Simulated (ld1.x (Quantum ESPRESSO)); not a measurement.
**Transferability test, PAW potential for Ti**

```
Element                 : titanium (Ti)
Generator               : ld1.x (Quantum ESPRESSO) 7.5
Type                    : PAW
Functional              : LDA (PZ)
Relativity              : scalar-relativistic
Frozen core             : [Ne]
Valence charge          : 12
Reference configuration : 3s2 3p6 3d2 4s1 4p1
Partial waves           : 3s (bound): rcut 1.50, rcutus 2.05 bohr; 4s (bound): rcut 1.50, rcutus 2.05 bohr; 3p (bound): rcut 1.50, rcutus 1.70 bohr; 4p (bound): rcut 1.50, rcutus 1.70 bohr; 3d (bound): rcut 2.00, rcutus 2.55 bohr; 3d channel at 0.6 Ry: rcut 2.00, rcutus 2.55 bohr
Local potential         : all-electron potential smoothed inside 1.75 bohr (lloc = -1)
Core correction         : Bessel-smoothed model core inside 0.80 bohr
Augmentation charge     : PSQ, radius 1.60 bohr
```

Energies are relative to the spin-unpolarised reference configuration 3s2 3p6 3d2 4s1 4p1; without spin polarisation the order of configurations can differ from experiment. Not all tests gave a result: test run stopped at test 5 of 9 (negative rho), 1 before it not solved. Left out of the table: 3s2 3p6 3d1 4s0 4p0 (solver errors, printed error -806 eV).

Its overlap operator is not positive definite in a basis up to 400 Ry (lowest eigenvalue s -0.07), so the file is unfit for use: the generalised eigenproblem breaks down once the basis is large enough, and its test numbers describe a broken file.

```tsv
valence configuration	charge	ΔE all-electron (eV)	error AE − PS (meV)
3s2 3p6 3d2 4s2 4p0	0	-3.136	+0.1
3s2 3p6 3d2 4s1 4p0	+1	4.399	-0.3
3s2 3p6 3d2 4s0 4p0	+2	18.199	-0.6
```

The ghost test of this file was not conclusive.
